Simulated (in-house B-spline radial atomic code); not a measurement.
Pb³⁺. Computed with a B-spline radial atomic code. Model: all-electron spherical atom, spin shells full or empty, radial basis limit, no spin-orbit coupling, Breit or QED, empty-state partial waves extrapolated as (l+1/2)^-4, RPA, G0W0 and static COHSEX of the highest shell as one setting changes (uncorrelated shells keep exact exchange).

In a row where one electron alone is correlated, RPA and GW hold only self-correlation.

Without the two-electron picture change, core correlation of heavy ions comes too large.

Given: element Pb; charge 3; filled core Xe; hamiltonian one-electron scalar X2C; mean-field start LDA VWN5; highest l of empty states 9; nuclear rms radius 5.5012 fm; highest mean-field shell 6s up.

Shell: 4f 7 7, 5d 5 5, 6s 1 0 (electrons up and down).

```csv
lowest nl shells left uncorrelated,RPA correlation energy (hartree),G0W0 level (eV),G0W0 minus most complete (meV),COHSEX level (eV)
0,-7.1827,-43.187,0,-45.077
1,-6.9359,-43.187,0.1,-45.077
2,-6.7196,-43.188,-0.9,-45.079
3,-6.0949,-43.187,0.2,-45.077
4,?,?,?,?
5,-5.2688,-43.19,-2.8,-45.086
6,-4.2316,-43.179,8.4,-45.067
7,-4.0404,-43.204,-16.3,-45.122
8,-3.4656,-43.205,-17.9,-45.131
9,-2.4914,-43.173,14.5,-45.08
10,?,?,?,?
11,-0.98804,-43.067,119.8,-44.936
12,-0.59373,-43.008,179.4,-44.86
13,-0.015987,-41.72,1467.6,-42.61
```

(1) What follows for lowest nl shells left uncorrelated = 10?

(2) What follows for lowest nl shells left uncorrelated = 4?

Results:

(1) RPA correlation energy -2.2892 hartree; G0W0 level -43.233 eV; G0W0 minus most complete -45.7 meV; COHSEX level -45.19 eV.

(2) RPA correlation energy -5.8932 hartree; G0W0 level -43.192 eV; G0W0 minus most complete -4.4 meV; COHSEX level -45.087 eV.
